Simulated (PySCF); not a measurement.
Geometries of 2 isomers of C2H7NOSi2, from PBE0-D3(BJ)/def2-SVP geometry optimisation, gas phase (PySCF). One conformer each, no zero-point energy, no frequencies.

Task: Which is lower in electronic energy at this level?
A.
```xyz
13
angstrom
C      2.037   -0.068   -2.254
C      1.466    0.315   -1.249
Si     0.587    0.844    0.280
O      1.660    1.001    1.550
Si    -1.002   -0.755    0.908
N     -2.225   -0.740   -0.327
H      2.537   -0.409   -3.143
H     -0.059    2.156   -0.053
H      2.426    1.562    1.394
H     -1.463   -0.450    2.307
H     -0.390   -2.118    0.934
H     -2.901   -1.495   -0.368
H     -2.667    0.140   -0.568
```
B.
```xyz
13
angstrom
C     -2.672   -0.144    0.049
O     -1.368    0.371   -0.019
Si     0.013   -0.557    0.067
Si     1.766    0.981   -0.154
C      3.346    0.007   -0.019
N      4.299   -0.648    0.073
H     -3.384    0.691   -0.029
H     -2.859   -0.668    1.004
H     -2.879   -0.849   -0.778
H      0.067   -1.570   -1.034
H      0.114   -1.277    1.375
H      1.785    1.993    0.939
H      1.778    1.654   -1.483
```

Result: B. That is `CO[SiH2][SiH2]C#N`, 5.1 kcal/mol below the other.

```
             SMILES                      atoms numbered as above      E (Eh)  relative (kcal/mol)  relative (kJ/mol)  dipole (D)
  CO[SiH2][SiH2]C#N      [CH3:1][O:2][SiH2:3][SiH2:4][C:5]#[N:6]  -788.57061                  0.0                0.0        4.24
C#C[Si@H](O)[SiH2]N  [CH:1]#[C:2][Si@H:3]([OH:4])[SiH2:5][NH2:6]  -788.56255                  5.1               21.1        1.38
```

As drawn, the lower has a C≡N group, which the higher lacks; the higher has a C≡C bond, an O–H bond and an N–H bond, which the lower lacks.
